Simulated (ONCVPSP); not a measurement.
## An all-electron radial function and its pseudo partner (Si)

Columns: radius, all-electron u(r) and pseudo u(r) of the 3s shell (level -12.64 eV) of silicon in the configuration [Ne] 3s2 3p1.75; revPBE, non-relativistic, ONCV scheme, ONCVPSP 4.0.1.

```csv
r (bohr),all-electron,pseudo
0.075,0.1655,0.0144
0.150,-0.0011,0.0296
0.225,-0.1841,0.0465
0.300,-0.2993,0.0661
0.375,-0.3389,0.0889
0.450,-0.3180,0.1156
0.525,-0.2551,0.1465
0.600,-0.1667,0.1816
0.675,-0.0651,0.2206
0.750,0.0407,0.2630
0.825,0.1447,0.3084
0.900,0.2429,0.3561
0.975,0.3329,0.4056
1.050,0.4135,0.4559
1.125,0.4842,0.5060
1.200,0.5451,0.5546
1.275,0.5968,0.6000
1.350,0.6398,0.6405
1.425,0.6746,0.6746
1.500,0.7015,0.7015
1.575,0.7213,0.7213
1.650,0.7344,0.7344
1.725,0.7417,0.7417
1.800,0.7437,0.7437
1.875,0.7410,0.7410
1.950,0.7343,0.7343
```

How many radial nodes do the two functions have?

The all-electron 3s function has n − l − 1 = 2; the pseudo-wave has 0, since the states of the same l below it are removed with the core.

At about which radius was the pseudo-wave matched?

1.50 bohr, where the columns begin to agree (steps of 0.07 bohr).

Where does each function peak?

Outermost all-electron maximum near 1.80 bohr, pseudo maximum near 1.80 bohr (to the table’s step).

Is the pseudo-wave norm-conserving?

Yes: the ONCV scheme keeps the norm inside the radius equal to the all-electron one, which fixes the energy derivative of the logarithmic derivative at the level.
